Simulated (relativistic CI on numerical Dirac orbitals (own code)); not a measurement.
## Magnetism of Sm3+, 4f5, in a crystal field

Calculated by Dirac-Coulomb-Breit CI, KLI orbitals optimised for each configuration, a model potential for QED, one configuration in a parametric crystal field, unscaled Slater integrals (own radial code). With so little scaling, terms lie 10 to 35 % too far apart, which can change the order of excited levels.

Field parameters in Wybourne normalisation; cubic f-shell fields have B⁴₄ = √(5/14) B⁴₀ and B⁶₄ = −√(7/2) B⁶₀. The field is a parameter set, without covalency.

S is read from ⟨S²⟩ = S(S + 1).

Powder χT (cm³ K mol⁻¹) by Van Vleck's formula, with temperature-independent terms:

| Field | 2 K | 5 K | 10 K | 20 K | 50 K | 100 K | 200 K | 300 K |
| --- | --- | --- | --- | --- | --- | --- | --- | --- |
| Oh, B40 = 600, B60 = 500 cm⁻¹ | 0.0318 | 0.0378 | 0.0479 | 0.0687 | 0.115 | 0.162 | 0.243 | 0.33 |
| Oh, B40 = 2750, B60 = 800 cm⁻¹ | 0.0028 | 0.00558 | 0.0102 | 0.0195 | 0.0478 | 0.105 | 0.223 | 0.33 |

(1) For Oh, B40 = 2750, B60 = 800 cm⁻¹: what effective moment follows at 300 K?

Results:

(1) μ_eff = √(8χT) = 1.62 μB. The LS value g√(J(J + 1)) of the free ion's ⁶H°5/2 level is 0.85 μB.
